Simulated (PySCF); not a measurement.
All numbers come from PBE0/[Sr def2-TZVP with ECP28, H def2-TZVP], scalar-relativistic core potentials, density fitting, no spin–orbit coupling, PySCF.

```xyz
3
charge 0 multiplicity 1, angstrom
Sr    0.0000    0.0226    0.0000
H     0.0000   -0.9858    1.9094
H     0.0000   -0.9858   -1.9094
```

SrH₂ (singlet), along the line from Sr1 (at 0) through H2 (at 2.159 Å). Core electrons replaced by a potential are absent, the electrostatic potential uses the reduced nuclear charge, and values within about 0.7 Å of such atoms have no physical meaning.

**Question.** Tabulate the fields along this line at -0.76, 0.76, 0.86, 0.97, 1.08, 1.19, 1.30, 1.40, 1.51, 1.62, 1.73, 1.84, 1.94, 2.05, 2.27, 2.38, 2.48, 2.59, 2.70, 2.81, 2.92, 3.02, 3.13, 3.24, 3.35, 3.45 Å.

**Answer.** 
```
distance (Å)  electron density (e/Å³)  electron localisation function  electrostatic potential (V)
       -0.76                     1.82                           0.905                         40.1
        0.76                     1.65                           0.834                         40.3
        0.86                     1.05                           0.727                         26.9
        0.97                    0.665                           0.512                         18.4
        1.08                    0.444                           0.294                         12.7
        1.19                     0.34                           0.211                         8.83
        1.30                    0.311                           0.277                          6.2
        1.40                    0.334                           0.543                         4.61
        1.51                    0.402                           0.864                         4.12
        1.62                    0.515                           0.979                         5.12
        1.73                    0.678                           0.997                         8.53
        1.84                    0.917                               1                         16.6
        1.94                     1.27                               1                         36.3
        2.05                     1.76                               1                          101
        2.27                     1.65                               1                          101
        2.38                      1.1                               1                           36
        2.48                    0.721                               1                         15.9
        2.59                     0.48                               1                         7.03
        2.70                    0.324                               1                         2.54
        2.81                    0.221                               1                        0.131
        2.92                    0.152                               1                        -1.18
        3.02                    0.106                               1                        -1.88
        3.13                   0.0748                               1                        -2.24
        3.24                   0.0531                               1                        -2.39
        3.35                   0.0376                               1                        -2.43
        3.45                   0.0265                           0.999                        -2.38
```

On a grid of 0.11 Å the density has a local minimum along the bond near 1.30 Å from Sr, at 0.31 e/Å³, where the ELF is 0.28.
